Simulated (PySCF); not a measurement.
**UHF on V (vanadium, neutral)**

Configuration: [Ar] 3d3 4s1 5s1, high-spin 6F determinant (an excited configuration). Calculation: PySCF 2.14, in aug-cc-pVTZ-DK; scalar relativity by spin-free X2C-1e.

| Quantity | Value |
| --- | --- |
| Total energy | -948.015103 hartree |
| One-electron energy | -1297.9730 hartree |
| Hartree (Coulomb) energy | 394.5248 hartree |
| Exchange energy | -44.5669 hartree |
| ⟨S²⟩ | 8.7523 |
| ⟨L²⟩ | 12.032 |
| Sum of ⟨r⟩ | 26.57 bohr |
| Sum of ⟨r²⟩ | 118.6 bohr² |
| Langevin diamagnetic susceptibility | -93.9 ×10⁻⁶ cm³/mol |

```tsv
shell	electrons	mean orbital energy (eV)	rms radius, mean of both spins (bohr)
1s α	1	-5524.2	0.0768
1s β	1	-5524.1	0.0768
2s α	1	-662.14	0.332
2s β	1	-660.40	0.332
2p α	3	-550.69	0.303
2p β	3	-549.03	0.303
3s α	1	-94.719	1.02
3s β	1	-88.611	1.02
3p α	3	-62.655	1.11
3p β	3	-55.462	1.11
3d α	3	-17.808	1.49
4s α	1	-10.516	3.32
5s α	1	-2.264	9.52
```

The outer electron is Rydberg-like, and this basis confines it to a smaller radius and binds it less than a complete one would.

Densities and radii are taken from the X2C orbitals without a picture-change correction, which distorts them close to the nucleus.

Spin-orbit constants ζ (cm⁻¹) from the X2C one-electron operator on these orbitals: bare nucleus, nucleus screened by l(l+1)(2l+1)/3 electrons, and screened by the Breit-Pauli mean field of the electrons.

```
shell   bare  screened nucleus  mean field
   2p  40760             37210       35610
   3p   4563              4166        3958
   3d  352.6             199.3       173.2
```

To first order the Landé constant is A = 34.64 cm⁻¹, so the lowest level has J = 1/2 and lies 0.0430 eV below the centre of the term. This holds in LS coupling only.
